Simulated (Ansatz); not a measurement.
Ansatz (a first-principles code) input (LC-wPBE/def2-TZVPD):

Ansatz 0.2 input:
```yaml
crystal:
  periodic: [false, false, false]
  atoms:
    - {symbol: C, position_ang: [-1.95105108, 0.13248936, -0.04399183]}
    - {symbol: C, position_ang: [-0.50694792, 0.29325068, 0.31313964]}
    - {symbol: C, position_ang: [0.50694792, -0.29325068, -0.31313964]}
    - {symbol: C, position_ang: [1.95105108, -0.13248936, 0.04399183]}
    - {symbol: H, position_ang: [-2.07809854, -0.53645292, -0.89653654]}
    - {symbol: H, position_ang: [-2.40593983, 1.09501804, -0.29633442]}
    - {symbol: H, position_ang: [-2.52350439, -0.27380771, 0.79522323]}
    - {symbol: H, position_ang: [-0.28987359, 0.94664166, 1.15587905]}
    - {symbol: H, position_ang: [0.28987359, -0.94664166, -1.15587905]}
    - {symbol: H, position_ang: [2.07809854, 0.53645292, 0.89653654]}
    - {symbol: H, position_ang: [2.52350439, 0.27380771, -0.79522323]}
    - {symbol: H, position_ang: [2.40593983, -1.09501804, 0.29633442]}
basis:
  gaussian:
    orbitals: def2-TZVPD
hamiltonian:
  xc: {name: LC-wPBE}
output: {forces: true}
```

End of the output:

```
integrals: 0.13 GiB planned
1104 factors; their error is unknown
integrals: 0.16 GiB planned
600 factors; integrals over basis functions are off by at most 1.0e-5 eV
mean field: 1.35 GiB planned
mean field evaluation 1: about -4272.8471 eV, gradient 4.3e1 eV
mean field evaluation 2: about -4275.4888 eV, gradient 2.6e1 eV
mean field evaluation 4: about -4277.0387 eV, gradient 4.6e-1 eV
mean field evaluation 8: about -4276.9878 eV, gradient 6.5e-1 eV
mean field evaluation 16: about -4276.9884 eV, gradient 2.4e-5 eV
mean field -4276.98835601 eV, -157.1764230367 hartree, gradient 2.1e-5 eV, S^2 0.000000; 0 other end points of the search recorded, 0 dependent functions left out
the calculation of the forces begins
reference -4276.98835602 eV, -157.1764230370 hartree; 16, 16 occupied and 204, 204 virtual orbitals, 1104 factors
Total energy: -4276.98835602 eV, -157.1764230370 hartree
Atom 0 at    -1.951051     0.132489    -0.043992 Å, force     0.040748     0.002858     0.007973 eV/Å
Atom 1 at    -0.506948     0.293251     0.313140 Å, force     0.210354    -0.172794    -0.194030 eV/Å
Atom 2 at     0.506948    -0.293251    -0.313140 Å, force    -0.210354     0.172794     0.194030 eV/Å
Atom 3 at     1.951051    -0.132489     0.043992 Å, force    -0.040748    -0.002858    -0.007973 eV/Å
Atom 4 at    -2.078099    -0.536453    -0.896537 Å, force     0.012460     0.013595     0.018390 eV/Å
Atom 5 at    -2.405940     1.095018    -0.296334 Å, force     0.047650    -0.036558     0.006353 eV/Å
Atom 6 at    -2.523504    -0.273808     0.795223 Å, force     0.051573     0.009120    -0.030073 eV/Å
Atom 7 at    -0.289874     0.946642     1.155879 Å, force     0.019290     0.006872     0.010695 eV/Å
Atom 8 at     0.289874    -0.946642    -1.155879 Å, force    -0.019290    -0.006872    -0.010695 eV/Å
Atom 9 at     2.078099     0.536453     0.896537 Å, force    -0.012460    -0.013595    -0.018390 eV/Å
Atom 10 at     2.523504     0.273808    -0.795223 Å, force    -0.051573    -0.009120     0.030073 eV/Å
Atom 11 at     2.405940    -1.095018     0.296334 Å, force    -0.047650     0.036558    -0.006353 eV/Å
Dipole moment:     0.000000     0.000000     0.000000 e Å
```
